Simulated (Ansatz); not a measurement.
## Nudged elastic band run: BCl$_{3}$H$_{2}$O

Input:

```yaml
crystal:
  periodic: [false, false, false]
  atoms:
    - { symbol: B, position_ang: [0.05824, -0.116607, 0.15423] }
    - { symbol: Cl, position_ang: [-0.024133, 0.604403, 1.842046] }
    - { symbol: Cl, position_ang: [1.564613, 0.263437, -0.766124] }
    - { symbol: Cl, position_ang: [-1.498244, 0.021807, -0.812169] }
    - { symbol: O, position_ang: [0.129489, -1.757161, 0.475089] }
    - { symbol: H, position_ang: [-0.662835, -2.171822, 0.085007] }
    - { symbol: H, position_ang: [0.08237, -1.873657, 1.442623] }
basis:
  gaussian: { orbitals: def2-mTZVP }
hamiltonian:
  xc: b3lyp
  dispersion: d4
neb:
  order_check: false
  images: 7
  f_tol: 0.03
  max_iterations: 60
  final_atoms:
    - { symbol: B, position_ang: [-0.16187204, -0.44880504, -0.77260066] }
    - { symbol: Cl, position_ang: [0.88443783, -0.81742057, 3.3710913] }
    - { symbol: Cl, position_ang: [1.14652975, 0.72103624, -0.77188711] }
    - { symbol: Cl, position_ang: [-1.12756852, -0.73455644, -2.22878057] }
    - { symbol: O, position_ang: [-0.41254663, -1.12592868, 0.36979341] }
    - { symbol: H, position_ang: [-1.14463024, -1.75769986, 0.31643203] }
    - { symbol: H, position_ang: [0.46514985, -0.86622565, 2.13665359] }
  initial_path:
    images:
      - { positions_ang: [[0.05824, -0.116607, 0.15423], [-0.024133, 0.604403, 1.842046], [1.564613, 0.263437, -0.766124], [-1.498244, 0.021807, -0.812169], [0.129489, -1.757161, 0.475089], [-0.662835, -2.171822, 0.085007], [0.08237, -1.873657, 1.442623]] }
      - { positions_ang: [[0.04304548, -0.08720893, 0.1160962], [-0.01906227, 0.45226828, 1.93445662], [1.57566025, 0.19989962, -0.80642601], [-1.52687649, 0.01560354, -0.84144502], [0.11582434, -1.72316455, 0.49061257], [-0.61439324, -2.18047326, 0.04358086], [0.07530192, -1.7065247, 1.48382678]] }
      - { positions_ang: [[0.02785096, -0.05781087, 0.07796239], [-0.01399154, 0.30013356, 2.02686723], [1.58670751, 0.13636224, -0.84672801], [-1.55550897, 0.00940008, -0.87072103], [0.10215969, -1.68916809, 0.50613614], [-0.56595148, -2.18912451, 0.00215472], [0.06823383, -1.5393924, 1.52503056]] }
      - { positions_ang: [[0.01265644, -0.0284128, 0.03982859], [-0.00892081, 0.14799884, 2.11927785], [1.59775476, 0.07282486, -0.88703002], [-1.58414146, 0.00319662, -0.89999705], [0.08849503, -1.65517164, 0.52165971], [-0.51750972, -2.19777577, -0.03927142], [0.06116575, -1.37226011, 1.56623434]] }
      - { positions_ang: [[-0.00253807, 0.00098526, 0.00169479], [-0.00385008, -0.00413589, 2.21168847], [1.60880201, 0.00928748, -0.92733203], [-1.61277394, -0.00300684, -0.92927307], [0.07483038, -1.62117519, 0.53718328], [-0.46906796, -2.20642702, -0.08069756], [0.05409766, -1.20512781, 1.60743813]] }
      - { positions_ang: [[-0.04237157, -0.11146231, -0.19187907], [0.2182219, -0.20745706, 2.50153918], [1.49323395, 0.18722467, -0.8884708], [-1.49147259, -0.18589424, -1.25414994], [-0.04701387, -1.49736356, 0.49533581], [-0.63795853, -2.09424523, 0.01858483], [0.15686071, -1.12040227, 1.73974199]] }
      - { positions_ang: [[-0.08220506, -0.22390989, -0.38545293], [0.44029388, -0.41077823, 2.79138988], [1.37766588, 0.36516186, -0.84960957], [-1.37017123, -0.36878164, -1.57902682], [-0.16885812, -1.37355193, 0.45348835], [-0.8068491, -1.98206344, 0.11786723], [0.25962375, -1.03567673, 1.87204586]] }
      - { positions_ang: [[-0.12203855, -0.33635746, -0.5790268], [0.66236585, -0.6140994, 3.08124059], [1.26209781, 0.54309905, -0.81074834], [-1.24886988, -0.55166904, -1.90390369], [-0.29070238, -1.2497403, 0.41164088], [-0.97573967, -1.86988165, 0.21714963], [0.3623868, -0.95095119, 2.00434972]] }
      - { positions_ang: [[-0.16187204, -0.44880504, -0.77260066], [0.88443783, -0.81742057, 3.3710913], [1.14652975, 0.72103624, -0.77188711], [-1.12756852, -0.73455644, -2.22878057], [-0.41254663, -1.12592868, 0.36979341], [-1.14463024, -1.75769986, 0.31643203], [0.46514985, -0.86622565, 2.13665359]] }
```

Run as:

```bash
$ ansatz run input.yaml --threads 4 --pin off --max-ram 5120MiB --backend cpu --events-out ev --progress --plain --runs-dir out
```

Output, in part (warnings, iteration lines, the closing report on the highest movable image, with atoms numbered from 0):

```
NEB end point (image 0): max|allowed force component| = 1.068e-2 eV/Å (the criterion of neb.relax_end_points is 1.000e-2)
NEB end point (image 8): max|allowed force component| = 8.600e-3 eV/Å (the criterion of neb.relax_end_points is 1.000e-2)
NEB iter   1: max|band force component| = 7.740e0 eV/Å  barrier→ = 2.9307 eV  barrier← = 3.3190 eV  Δτ_max = 0.2000 Å  (240 SCF iters)
NEB iter   2: max|band force component| = 3.689e0 eV/Å  barrier→ = 1.7862 eV  barrier← = 2.1745 eV  Δτ_max = 0.2000 Å  (211 SCF iters)
NEB iter   3: max|band force component| = 1.774e0 eV/Å  barrier→ = 1.0788 eV  barrier← = 1.4671 eV  Δτ_max = 0.2000 Å  (222 SCF iters)
NEB iter   4: max|band force component| = 1.966e0 eV/Å  barrier→ = 1.0408 eV  barrier← = 1.4291 eV  Δτ_max = 0.1972 Å  (217 SCF iters)
NEB iter   5: max|band force component| = 1.529e0 eV/Å  barrier→ = 0.8575 eV  barrier← = 1.2458 eV  Δτ_max = 0.1317 Å  (209 SCF iters)
NEB iter   6: max|band force component| = 1.550e0 eV/Å  barrier→ = 0.8813 eV  barrier← = 1.2696 eV  Δτ_max = 0.0676 Å  (206 SCF iters)
NEB iter   7: max|band force component| = 1.430e0 eV/Å  barrier→ = 0.8571 eV  barrier← = 1.2454 eV  Δτ_max = 0.0670 Å  (206 SCF iters)
NEB iter   8: max|band force component| = 1.064e0 eV/Å  barrier→ = 0.8437 eV  barrier← = 1.2320 eV  Δτ_max = 0.0670 Å  (207 SCF iters)
NEB iter   9: max|band force component| = 9.384e-1 eV/Å  barrier→ = 0.8299 eV  barrier← = 1.2182 eV  Δτ_max = 0.0673 Å  (206 SCF iters)
NEB iter  10: max|band force component| = 5.700e-1 eV/Å  barrier→ = 0.8045 eV  barrier← = 1.1928 eV  Δτ_max = 0.1342 Å  (197 SCF iters)
NEB iter  11: max|band force component| = 6.363e-1 eV/Å  barrier→ = 0.6863 eV  barrier← = 1.0745 eV  Δτ_max = 0.0673 Å  (202 SCF iters)
NEB iter  12: max|band force component| = 5.733e-1 eV/Å  barrier→ = 0.5645 eV  barrier← = 0.9528 eV  Δτ_max = 0.0663 Å  (208 SCF iters)
NEB iter  13: max|band force component| = 5.094e-1 eV/Å  barrier→ = 0.5426 eV  barrier← = 0.9309 eV  Δτ_max = 0.0545 Å  (196 SCF iters)
NEB iter  14: max|band force component| = 1.018e0 eV/Å  barrier→ = 0.5203 eV  barrier← = 0.9086 eV  CI = image 2  Δτ_max = 0.0671 Å  (195 SCF iters)
NEB iter  15: max|band force component| = 9.147e-1 eV/Å  barrier→ = 0.5886 eV  barrier← = 0.9769 eV  CI = image 2  Δτ_max = 0.1340 Å  (190 SCF iters)
NEB iter  16: max|band force component| = 7.522e-1 eV/Å  barrier→ = 0.7501 eV  barrier← = 1.1384 eV  CI = image 2  Δτ_max = 0.1349 Å  (179 SCF iters)
NEB iter  17: max|band force component| = 7.052e-1 eV/Å  barrier→ = 0.8113 eV  barrier← = 1.1996 eV  CI = image 2  Δτ_max = 0.0928 Å  (199 SCF iters)
NEB iter  18: max|band force component| = 2.986e-1 eV/Å  barrier→ = 0.8060 eV  barrier← = 1.1943 eV  CI = image 2  Δτ_max = 0.0321 Å  (192 SCF iters)
NEB iter  19: max|band force component| = 9.962e-2 eV/Å  barrier→ = 0.7968 eV  barrier← = 1.1851 eV  CI = image 2  Δτ_max = 0.0133 Å  (192 SCF iters)
NEB iter  20: max|band force component| = 5.814e-2 eV/Å  barrier→ = 0.7967 eV  barrier← = 1.1850 eV  CI = image 2  Δτ_max = 0.0075 Å  (168 SCF iters)
NEB iter  21: max|band force component| = 2.541e-2 eV/Å  barrier→ = 0.7962 eV  barrier← = 1.1845 eV  CI = image 2  Δτ_max = 0.0000 Å  (349 SCF iters)
Total energy: -40329.88574514 eV, -1482.0959645554 hartree
Atom 0 at     0.054849    -0.356358    -0.162649 Å, force    -0.001969    -0.004057     0.014669 eV/Å
Atom 1 at    -0.028041     0.177179     2.141399 Å, force     0.002849    -0.000114    -0.006492 eV/Å
Atom 2 at     1.567631     0.302467    -0.765035 Å, force     0.009840     0.004808    -0.008134 eV/Å
Atom 3 at    -1.496776     0.074275    -0.900949 Å, force    -0.001567     0.002191     0.000340 eV/Å
Atom 4 at     0.135141    -1.737352     0.379215 Å, force    -0.025400     0.005039     0.004199 eV/Å
Atom 5 at    -0.703874    -2.213536     0.248750 Å, force     0.012586    -0.014425    -0.013929 eV/Å
Atom 6 at     0.120569    -1.276276     1.479970 Å, force     0.003661     0.006558     0.009348 eV/Å
Dipole moment:    -0.222283    -0.637118    -0.197129 e Å
```

The forces met the threshold. A vibrational analysis at the climbing image gives one clearly imaginary mode, 1055i cm⁻¹: a first-order saddle point. The orbitals stay closed-shell, which can raise the energy where a bond breaks towards radicals; this wasn't checked here.

Final band (atoms are numbered from 1 in the order of the input):

| image | path coordinate (Å) | energy (kJ/mol) | B1–Cl2 (Å) | O5–H7 (Å) | Cl2–H7 (Å) |
| --- | --- | --- | --- | --- | --- |
| 0 | 0.00 | 0.0 | 1.84 | 0.98 | 2.51 |
| 1 | 0.48 | 24.2 | 1.98 | 1.00 | 1.99 |
| 2 | 0.95 | 76.8 | 2.37 | 1.19 | 1.60 |
| 3 | 1.55 | -7.4 | 2.89 | 1.76 | 1.32 |
| 4 | 2.15 | -30.9 | 3.42 | 2.13 | 1.30 |
| 5 | 2.75 | -34.1 | 3.76 | 2.09 | 1.30 |
| 6 | 3.35 | -36.0 | 4.02 | 2.02 | 1.30 |
| 7 | 3.95 | -37.0 | 4.21 | 1.99 | 1.30 |
| 8 | 4.55 | -37.5 | 4.29 | 1.99 | 1.30 |

Time of the run: 110 s on 4 threads of AMD EPYC 9R45 96-Core Processor (Zen 5), on a shared host, peak memory 0.3 GiB.
